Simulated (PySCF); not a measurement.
Excitations are Tamm–Dancoff values on a coarser integration grid. The basis has no diffuse functions, so Rydberg states are missing or too high.

Cartesian coordinates (Å):
```xyz
4

F     -1.3965    -1.3235    -0.0029
In    -0.0004    -0.0007     0.0000
F     -0.4471     1.8701     0.0138
F      1.8440    -0.5459    -0.0110
```
Charge 0, spin multiplicity 1.

Question: Predict the LUMO, dipole moment, S1–T1 gap (TDA), T1 excitation (TDA), total energy, S1 excitation (TDA), HOMO–LUMO gap and HOMO from r2SCAN-D4/def2-TZVP in PySCF.

Answer: 
LUMO: -4.17 eV
dipole moment: 0.002 e·Å
S1–T1 gap (TDA): 0.61 eV
T1 excitation (TDA): 5.06 eV
total energy: -13328.96 eV
S1 excitation (TDA): 5.66 eV
HOMO–LUMO gap: 5.45 eV
HOMO: -9.63 eV
